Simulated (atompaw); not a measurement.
# indium (In) PAW (atompaw): all-electron and pseudo phase curves

atompaw 4.2.0.5 input, output lines left out:

```
In 49
GGA-PBE scalarrelativistic loggrid 1500 logderivrange -3 5 201
5 5 4 0 0 0
5 1 1
0 0 0
c
c
c
c
v
c
c
c
v
c
v
2
3.00 2.75 2.30 1.75
y
0.35
n
y
1.85
n
y
-0.55
n
custom rrkj gramschmidtortho sinc
3 0.5 ultrasoft
1.95
1.95
3.00
3.00
1.90
1.90
```

The phase is arctan(r·u′/u) with u = r·R(r), unwrapped; energies in Ry, scanned from -3 to 5 Ry. A pole is an energy at which the radial function vanishes at the test radius. The pseudo phase is shifted by a multiple of π to meet the all-electron one at the reference energy, and phase errors are pseudo minus all-electron; the curves can meet again beyond the range given. Levels narrower than the energy grid can be missing from the lists of poles.

```tsv
channel	radius (bohr)	reference energy (Ry)	poles, all-electron	poles, pseudo	unbroken range about the reference energy with phases within 0.05 rad	phase error 1 Ry above the reference energy (rad)
s	3.00	-0.60	0.23	0.23, 2.22	below 2.1	+0.000
p	3.00	-0.19	1.23	1.23	below 3.3	-0.000
d	3.00	-1.37	-1.32, 3.06	-1.32, 2.96	below 4.2	-0.000
```

Phases in the d channel:

```tsv
E (Ry)	all-electron	pseudo
-3.00	1.377	1.377
-2.52	1.357	1.357
-2.04	1.326	1.326
-1.56	1.210	1.210
-1.08	-1.785	-1.785
-0.60	-1.874	-1.874
-0.12	-1.976	-1.976
0.36	-2.186	-2.187
0.84	-2.845	-2.853
1.32	-4.012	-4.026
1.80	-4.434	-4.444
2.28	-4.590	-4.599
2.76	-4.674	-4.685
3.24	-4.733	-4.749
3.72	-4.784	-4.810
4.20	-4.838	-4.889
4.68	-4.912	-5.042
```
